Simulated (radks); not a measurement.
Computed order of ionisation of iridium. At each step one electron was removed from each of the four highest sub-shells of the ion before, moves of one valence electron (up to charge 6) and the configuration listed by NIST were tried, and the lowest configuration was kept. Method: scalar-relativistic Kohn-Sham, BLYP, spin-polarised, spherical densities, finite nucleus; Fermi nuclear charge, rms radius of each element as measured or else 0.836 A^(1/3) + 0.57 fm; computed with a radial shooting solver on a logarithmic mesh with Libxc functionals. Open shells are filled with parallel spins first.

| species | lowest configuration found | NIST configuration | margin to the next tried (eV) | IE (eV) | NIST IE (eV) | kind |
|---|---|---|---|---|---|---|
| Ir | [Xe] 4f14 5d7 6s2 | same | 0.094 | 9.186 | 8.967 | exp. |
| Ir+ | [Xe] 4f14 5d7 6s1 | same | 1.663 | 18.044 | 17.0 | semi-emp. |
| Ir2+ | [Xe] 4f14 5d7 | same | 1.309 | 29.110 | 28 | theory |
| Ir3+ | [Xe] 4f14 5d6 | same | 3.165 | 41.582 | 40 | theory |
| Ir4+ | [Xe] 4f14 5d5 | same | 9.209 | 58.849 | 57 | theory |
| Ir5+ | [Xe] 4f14 5d4 | same | 12.148 | 73.638 | 72 | theory |
| Ir6+ | [Xe] 4f14 5d3 | same | 15.210 | 89.114 | 89 | theory |
| Ir7+ | [Xe] 4f14 5d2 | same | 51.738 | 105.18 | 105 | theory |
| Ir8+ | [Xe] 4f14 5d1 | same | 53.804 | 121.75 | 123 | semi-emp. |
| Ir9+ | [Xe] 4f14 | same | 56.061 | 197.30 | 195 | semi-emp. |
| Ir10+ | [Kr] 4d10 4f14 5s2 5p5 | same | 22.254 | 217.71 | 217 | theory |
| Ir11+ | [Kr] 4d10 4f14 5s2 5p4 | same | 26.099 | 238.39 | 240 | theory |
| Ir12+ | [Kr] 4d10 4f14 5s2 5p3 | same | 30.222 | 264.13 | 264 | theory |
| Ir13+ | [Kr] 4d10 4f14 5s2 5p2 | same | 29.805 | 285.94 | 303 | theory |

Reference values: NIST Atomic Spectra Database (exp. = measured, semi-emp. = semi-empirical, theory = theoretical value adopted there). Open shells are spherical and high-spin; term and fine-structure splittings are not resolved. Spin-orbit splitting is averaged out at the scalar-relativistic level.
